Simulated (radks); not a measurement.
The numbers below are computed, except where a source is named.
The mercury ion Hg2+, configuration [Kr] 4d10 4f14 5s2 5p5.75 5d10 6p0.25 (fractional occupations, a model configuration). Level of theory: non-relativistic Kohn-Sham, LDA (Slater exchange, VWN5 correlation), spin-polarised, spherical densities, point nucleus; open shells are filled with parallel spins first (spin-orbit coupling, left out, can overturn this in heavy ions); relativity is left out, which matters for an element this heavy (a radial shooting solver on a logarithmic mesh with Libxc functionals).

Local quantities along the radius. ELF = 1/(1 + alpha^2) is the electron localisation function; alpha = (tau - tau_W)/tau_unif compares the Pauli kinetic energy density with that of the uniform gas (summed over spins); 4 pi r^2 rho is in e/bohr; r v_xc is r times the local exchange-correlation potential of spin up (hartree bohr); -r V(r) is the screened charge that the Kohn-Sham potential of spin up presents (atomic units).

r (bohr)	ELF	alpha	4 pi r^2 rho	r v_xc	-r V(r)
0.00158	0.999	0.02730	8.947	-0.1027	79.24
0.002159	0.999	0.03093	15.22	-0.1361	78.96
0.002926	0.999	0.03651	24.74	-0.1771	78.59
0.003966	0.998	0.04574	38.50	-0.2272	78.09
0.005418	0.996	0.06267	57.06	-0.2875	77.40
0.007342	0.991	0.09497	77.38	-0.3522	76.51
0.009951	0.973	0.1651	94.86	-0.4174	75.34
0.01359	0.896	0.3413	103.0	-0.4763	73.77
0.01842	0.636	0.7570	99.31	-0.5213	71.82
0.02517	0.351	1.360	94.55	-0.5698	69.28
0.03411	0.406	1.209	106.9	-0.6576	66.20
0.04623	0.657	0.7223	134.1	-0.7857	62.44
0.06316	0.687	0.6744	143.2	-0.8923	57.81
0.0856	0.436	1.138	124.0	-0.9436	52.55
0.116	0.444	1.118	123.8	-1.046	46.62
0.1585	0.689	0.6719	134.2	-1.195	39.99
0.2148	0.472	1.059	97.72	-1.196	33.23
0.2934	0.367	1.315	80.31	-1.250	26.23
0.3977	0.712	0.6359	90.66	-1.445	19.75
0.539	0.578	0.8537	56.15	-1.376	14.32
0.7363	0.273	1.633	25.92	-1.202	10.03
0.9979	0.639	0.7520	20.93	-1.256	6.883
1.363	0.666	0.7085	12.91	-1.208	4.647
1.848	0.373	1.298	4.829	-0.9961	3.439
2.504	0.104	2.939	1.201	-0.7404	2.848
3.421	0.023	6.514	0.2100	-0.5114	2.531
4.636	0.013	8.650	0.03326	-0.3350	2.338
6.283	0.003	18.72	0.003216	-0.1825	2.183

On this mesh the ELF has minima near r = 0.029, 0.100, 0.25, 0.74 bohr, which separate the shells, and maxima near 0.054 (0.71), 0.16 (0.69), 0.40 (0.71), 1.2 (0.71).
